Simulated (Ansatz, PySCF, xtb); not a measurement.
Process, species as SMILES: Brc1ccncc1 [4-bromopyridine] + 10 [H][H] (H2) -> Br (HBr) + 5 C (CH4) + N (NH3)
Structures are relaxed separately at B3LYP-D3(BJ)/def2-TZVP in Ansatz (a quantum-chemistry and plane-wave program). Frequencies are from Ansatz or PySCF. Unstable Hartree-Fock reference: Brc1ccncc1.

Wanted: energy of full hydrogenation (enthalpy at 298 K, with B3LYP-D3(BJ) rigid-rotor harmonic-oscillator terms), in kcal/mol. Cores are frozen in the correlated levels unless marked. No spin-orbit coupling. The frozen core is the preceding noble-gas configuration, with the filled d and f shells of earlier blocks. Non-relativistic. CBS marks a two-point X^-3 extrapolation of the correlation energy; Hartree-Fock from the larger set.

```json
[
 {"level": "GFN1-xTB", "program": "xtb", "energy of full hydrogenation (kcal/mol)": "-263.1"},
 {"level": "HF/STO-3G", "program": "Ansatz", "energy of full hydrogenation (kcal/mol)": "-218.5"},
 {"level": "HF/6-31G*", "program": "Ansatz", "energy of full hydrogenation (kcal/mol)": "-182.2"},
 {"level": "revPBE-D4/def2-TZVPD", "program": "Ansatz + dftd4", "energy of full hydrogenation (kcal/mol)": "-124.0"}
]
```

Problem. What does CCSD(T)/CBS(cc-pVTZ,cc-pVQZ) (Ansatz) give?

Solution. -149.1 kcal/mol, so revPBE-D4/def2-TZVPD differs from it by 25.1 kcal/mol.
